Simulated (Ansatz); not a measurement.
`F[SiH](F)[Si](F)(F)F` and `F[Si](F)(F)[SiH](Cl)Cl` differ in one atom or group.

Ansatz, PBE0-D4/def2-TZVP geometries, multiplicity 1. Each molecule was computed in one conformer, which needn't be the lowest.

| property | `F[SiH](F)[Si](F)(F)F` |
| --- | --- |
| ideal-gas entropy at 298 K and 1 bar (rigid rotor, harmonic PBE0-D4/def2-TZVP) / J/(mol·K) | 394 |
| HOMO–LUMO gap (PBE0/def2-TZVPP) / eV | 8.50 |
| HOMO–LUMO gap (PBE/def2-TZVPP) / eV | 6.20 |
| LUMO energy (PBE0/def2-TZVPP) / eV | -1.03 |
| LUMO energy (B3LYP/def2-TZVPP) / eV | -1.22 |
| LUMO energy (PBE/def2-TZVPP) / eV | -1.88 |

Q: Give the same properties after the change, and the shifts. (Best estimate.)

A: The calculation gave: 
| property | `F[Si](F)(F)[SiH](Cl)Cl` | shift |
| --- | --- | --- |
| ideal-gas entropy at 298 K and 1 bar (rigid rotor, harmonic PBE0-D4/def2-TZVP) / J/(mol·K) | 417 | 23 |
| HOMO–LUMO gap (PBE0/def2-TZVPP) / eV | 7.91 | -0.59 |
| HOMO–LUMO gap (PBE/def2-TZVPP) / eV | 5.73 | -0.47 |
| LUMO energy (PBE0/def2-TZVPP) / eV | -1.08 | -0.05 |
| LUMO energy (B3LYP/def2-TZVPP) / eV | -1.24 | -0.02 |
| LUMO energy (PBE/def2-TZVPP) / eV | -1.92 | -0.04 |

With PBE0 the HOMO rises by 0.55 eV and the LUMO falls by 0.05 eV, so the gap narrows by about 0.60 eV. PBE moves the HOMO by 0.42 eV and ωB97M-V by 0.56 eV. Modes under 60 cm⁻¹, often nearly free rotors, make the harmonic entropy too high.

B3LYP here is the variant with VWN-RPA as its local correlation; programs differ in this.
